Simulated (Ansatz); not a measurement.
Consider the silylene loss: `C[Si](F)(F)[SiH3]` → `C[SiH](F)F` + `[SiH2]`.

Computed with Ansatz on PBE0-D4/def2-TZVP structures; ΔE is electronic, products minus reactants. CCSD(T)/CBS is the MP2 limit (def2-TZVPP, def2-QZVPP) plus CCSD(T) − MP2 in def2-TZVPP, frozen cores. This one scheme is used for every species. Functionals use def2-TZVPP.

| level | ΔE (kJ/mol) |
| --- | --- |
| PBE0 | 238.1 |
| SCS-MP2/def2-QZVPP | 221.6 |

Task: What does CCSD(T)/CBS give? (Estimate.)

Result: The calculation gave: +223.6 kJ/mol. The listed levels differ from it by 14.5, -2.0 kJ/mol.

Task: What do rigid-rotor, harmonic-oscillator terms from PBE0-D4/def2-TZVP frequencies (298.15 K, 1 bar) make of the CCSD(T)/CBS value? (Best estimate.)

Result: Ansatz gave: ΔZPE = -12.4 kJ/mol, ΔH = +213.6 kJ/mol, ΔS = 144 J/(mol·K), ΔG = +170.8 kJ/mol.

Largest T1 diagnostic among the species: 0.014.

From PBE to PBE0 (25 % exact exchange), in def2-TZVPP and without D4, ΔE moves by +3.9 kJ/mol. The D4 term adds +13.5 kJ/mol with B3LYP and +7.5 kJ/mol with PBE0; it sums over pairs of atoms, weighted by their polarisabilities, and B3LYP, whose exchange is more repulsive, gets the larger term.

B3LYP here is the variant with VWN-RPA as its local correlation; programs differ in this.
